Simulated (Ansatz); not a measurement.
Input for Ansatz (a first-principles code): R-B3LYP/def2-TZVPP on C2H3FOSi (SMILES FC1=CO[SiH2]1), atoms moved off the minimum.

Ansatz 0.2 input:
```yaml
crystal:
  periodic: [false, false, false]
  atoms:
    - {symbol: F, position_ang: [1.57645703, -0.19487039, -1.39046583]}
    - {symbol: C, position_ang: [0.67131628, 0.00427462, -0.47319166]}
    - {symbol: C, position_ang: [0.67545595, 0.69630183, 0.63464031]}
    - {symbol: O, position_ang: [-0.57050156, 0.55663762, 1.34956936]}
    - {symbol: Si, position_ang: [-1.12533886, -0.43868468, 0.02252468]}
    - {symbol: H, position_ang: [1.42788825, 1.32984216, 1.17849976]}
    - {symbol: H, position_ang: [-1.37992552, -1.80614222, 0.50084822]}
    - {symbol: H, position_ang: [-2.19453774, 0.08397979, -0.77264720]}
basis:
  gaussian:
    orbitals: def2-TZVPP
hamiltonian:
  xc: {name: B3LYP}
scf: {lower_state_search: off}
output: {forces: true}
```

It printed:

```
WARN ansatz: RAYON_NUM_THREADS=4 ignored (pool sized by the plan → 4); use --threads N
Functional definition: B3LYP
these checks for a lower state are left out or cut short: stability, starts, cluster_reference, orbital_swaps, neighbouring_geometries, increment
integrals: 0.12 GiB planned
1135 factors; their error is unknown
mean field: 1.13 GiB planned
mean field evaluation 1: about -14760.7401 eV, gradient 5.5e1 eV
mean field evaluation 2: about -14750.3734 eV, gradient 9.0e1 eV
mean field evaluation 4: about -14766.5613 eV, gradient 6.7e0 eV
mean field evaluation 8: about -14766.6604 eV, gradient 1.6e-1 eV
mean field evaluation 16: about -14766.6816 eV, gradient 5.9e-3 eV
mean field -14766.68164912 eV, -542.6655413887 hartree, gradient 4.8e-6 eV, S^2 0.000000; 0 other end points of the search recorded, 0 dependent functions left out
the calculation of the forces begins
reference -14766.68189062 eV, -542.6655502638 hartree; 23, 23 occupied and 185, 185 virtual orbitals, 1135 factors
Total energy: -14766.68189062 eV, -542.6655502638 hartree
Atom 0 at     1.576457    -0.194870    -1.390466 Å, force     1.014374     0.005228    -0.811157 eV/Å
Atom 1 at     0.671316     0.004275    -0.473192 Å, force    -2.499717    -1.049339    -0.051114 eV/Å
Atom 2 at     0.675456     0.696302     0.634640 Å, force     0.900243     1.890662     2.973917 eV/Å
Atom 3 at    -0.570502     0.556638     1.349569 Å, force     0.350234    -0.497297    -1.845913 eV/Å
Atom 4 at    -1.125339    -0.438685     0.022525 Å, force     1.838860     0.093934     0.940209 eV/Å
Atom 5 at     1.427888     1.329842     1.178500 Å, force    -0.717229    -0.709777    -0.769981 eV/Å
Atom 6 at    -1.379926    -1.806142     0.500848 Å, force    -0.162253    -0.092291    -0.069883 eV/Å
Atom 7 at    -2.194538     0.083980    -0.772647 Å, force    -0.724513     0.358878    -0.366079 eV/Å
Dipole moment:    -0.155719    -0.083600    -0.106227 e Å
Checks for a lower state left out: stability, starts, cluster_reference, orbital_swaps, neighbouring_geometries, increment
```

The run converged.

Cost: around 6 core-seconds (rough).
